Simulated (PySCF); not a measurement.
# Ionisation energy of Tb⁵⁴⁺ by level of theory

Tb⁵⁴⁺ [Ne] 3s1 (2S) → Tb⁵⁵⁺ [Ne] (1S), as a difference of total energies. All numbers are calculated (PySCF 2.14, scalar relativity by spin-free X2C-1e, in an uncontracted even-tempered set (17 s from 13 bohr⁻², ratio 2.5; 12 p from 17 bohr⁻², ratio 2.5; 4 d from 62 bohr⁻², ratio 2.7; 4 f from 94 bohr⁻², ratio 2.7)). Correlated levels: outer shells: 1s2 frozen; virtual orbitals above 40 to 60 times the deepest correlated orbital energy dropped. The calculations carry no spin-orbit coupling.

| method | ionisation energy (eV) |
| --- | --- |
| UHF | 5218.3 |
| LDA | 5221.5 |
| PBE | 5225.9 |
| PBE0 | 5224.1 |
| r2SCAN | 5217.2 |
| PW91 | 5226.5 |
| r2SCANh | 5217.4 |
| MP2 (outer shells) | 5219.0 |
| SCS-MP2 (outer shells) | 5218.9 |

Breit and QED terms and the two-electron picture change are absent.

For comparison: 5217 ± 5 eV (theoretical estimate listed by NIST; NIST Atomic Spectra Database, ionization energies).
